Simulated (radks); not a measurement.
Species: Ir XXXIX. Configuration: [Kr] 4d3.

Calculated with a radial shooting solver on a logarithmic mesh with Libxc functionals: Dirac Kohn-Sham, relativistic LDA (MacDonald-Vosko exchange, VWN5 correlation), spin-unpolarised, spherical densities, finite nucleus; open shells fill j = l - 1/2 first; Fermi nuclear charge, rms radius 5.4032 fm.

Energy parts (eV):
| part | energy |
|---|---|
| total | -460991.65 |
| kinetic | 526366.86 |
| electron-nucleus | -1087791.74 |
| Hartree | 106851.21 |
| exchange-correlation | -6417.99 |

Orbitals (lengths in bohr, moments of r in powers of bohr; <r^-3> diverges for s and p1/2):
1s1/2: occ. 2; eigenvalue (eV) -77104.46; <r> 0.01752; <r^2> 0.0004235
2s1/2: occ. 2; eigenvalue (eV) -14870.23; <r> 0.07324; <r^2> 0.006406
2p1/2: occ. 2; eigenvalue (eV) -14329.18; <r> 0.06038; <r^2> 0.004547
2p3/2: occ. 4; eigenvalue (eV) -12723.05; <r> 0.06863; <r^2> 0.005733; <r^-3> 18580
3s1/2: occ. 2; eigenvalue (eV) -4711.720; <r> 0.1889; <r^2> 0.04087
3p1/2: occ. 2; eigenvalue (eV) -4471.067; <r> 0.1788; <r^2> 0.03723
3p3/2: occ. 4; eigenvalue (eV) -4110.752; <r> 0.1933; <r^2> 0.04331; <r^-3> 4390
3d3/2: occ. 4; eigenvalue (eV) -3711.525; <r> 0.1682; <r^2> 0.03311; <r^-3> 765.7
3d5/2: occ. 6; eigenvalue (eV) -3632.765; <r> 0.1727; <r^2> 0.03475; <r^-3> 643.1
4s1/2: occ. 2; eigenvalue (eV) -2097.071; <r> 0.3866; <r^2> 0.1682
4p1/2: occ. 2; eigenvalue (eV) -1993.114; <r> 0.3833; <r^2> 0.1666
4p3/2: occ. 4; eigenvalue (eV) -1881.738; <r> 0.4057; <r^2> 0.1863; <r^-3> 1389
4d3/2: occ. 3; eigenvalue (eV) -1713.706; <r> 0.3947; <r^2> 0.1783; <r^-3> 235.7
4d5/2: occ. 0; eigenvalue (eV) -1689.902; <r> 0.4010; <r^2> 0.1838; <r^-3> 196.4

The highest occupied level is 4d3/2 at -1713.7 eV. For comparison, the ionisation energy in NIST's Atomic Spectra Database is 1739 eV (theoretical). In exact Kohn-Sham theory the highest level is minus the ionisation energy, but local and semilocal functionals leave it too shallow, through self-interaction and a potential that decays too fast; potentials with the right tail come closer. The density falls to 0.001 e/bohr^3 at r = 1.05 bohr.

Beside tabulated values, note that spin-unpolarised runs miss the spin-polarisation part of the exchange energy of open shells.
